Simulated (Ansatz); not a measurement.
Born–Oppenheimer molecular dynamics of a periodic cell of 40 atoms, H12C5O3 (contents 2 C2H6 + 6 H2CO, density as packed 0.72 g/cm³ with natural masses). It starts from a partly relaxed structure (largest force component 0.23 eV/Å).

Computed with DFT PBEsol, scalar-relativistic, plane waves, PAW (Ansatz 0.2.0). Settings: cutoff 420 eV, k mesh 1x1x1, fermi-dirac smearing 0.05 eV, no spin polarisation.

| Quantity | Value |
| --- | --- |
| ensemble | NVT, Langevin thermostat |
| time step | 0.5 fs |
| steps asked | 270 |
| set temperature | 350 K |
| friction | 0.02 /fs |
| seed | 673641 |

First frame:

```xyz
40
Lattice="8.1932 0.0000 0.0000 0.0000 8.1932 0.0000 0.0000 0.0000 8.1932" Properties=species:S:1:pos:R:3
C 7.496 8.434 6.473
C 7.337 6.931 6.622
H 7.479 8.729 5.411
H 6.690 8.979 6.987
H 8.453 8.784 6.890
H 7.376 6.631 7.683
H 6.369 6.589 6.225
H 8.129 6.398 6.077
C 2.982 8.001 7.285
C 3.458 7.071 6.183
H 2.587 8.948 6.888
H 2.185 7.532 7.881
H 3.795 8.256 7.982
H 3.841 6.125 6.598
H 2.650 6.832 5.477
H 4.278 7.529 5.605
O 6.349 3.876 2.849
C 7.502 3.546 2.702
H 8.078 3.801 1.776
H 8.069 2.982 3.488
O 1.706 2.751 0.865
C 2.861 3.128 0.887
H 3.487 3.130 1.818
H 3.383 3.502 -0.032
O 4.634 1.364 3.211
C 4.486 1.642 4.382
H 3.529 2.100 4.762
H 5.277 1.421 5.144
O 0.685 6.758 3.606
C 0.733 6.887 2.406
H 0.783 7.892 1.917
H 0.706 6.000 1.722
O 3.450 5.870 1.558
C 4.408 6.433 2.045
H 5.160 5.880 2.662
H 4.573 7.533 1.911
O 5.938 3.203 6.878
C 7.089 3.511 7.090
H 7.745 2.957 7.823
H 7.561 4.374 6.562
```

**Question.** What does the run give?

**Answer.** All steps were run.

```yaml
steps_done: 270
time_covered: 135 fs
mean_temperature_over_the_second_half: 343 K
spread_of_the_potential_energy_over_the_second_half: 4.6 meV per atom
mean_potential_energy_of_the_second_half_above_the_start: 31.0 meV per atom
```

A run of 0.14 ps of so small a system gives no equilibrium averages. Limits of this set-up: coarse k mesh.

**Question.** What happens to the structure?

**Answer.** Mean squared displacements from the first frame to the last, about the centre of mass: C 0.17 Å², H 0.79 Å², O 0.18 Å². The details hang on the random start.

**Question.** How do temperature and energy run in time?

**Answer.** 
```csv
time (fs),T (K),potential energy less start (eV)
0.0,341,0.000
4.5,214,0.758
9.0,217,0.911
13.5,281,0.572
18.0,264,0.711
22.5,309,0.674
27.0,273,0.947
31.5,278,0.839
36.0,272,0.795
40.5,303,0.910
45.0,316,1.045
49.5,319,0.982
54.0,345,0.906
58.5,323,0.898
63.0,267,1.214
67.5,287,1.200
72.0,336,0.934
76.5,340,1.065
81.0,333,1.206
85.5,360,1.099
90.0,379,1.166
94.5,328,1.376
99.0,351,1.385
103.5,420,1.079
108.0,350,1.332
112.5,295,1.512
117.0,333,1.189
121.5,317,1.360
126.0,363,1.256
130.5,344,1.378
135.0,320,1.401
```

The run took 11 min on 1 thread of Arm Neoverse V2, with other jobs on the host, peak memory 0.52 GiB.
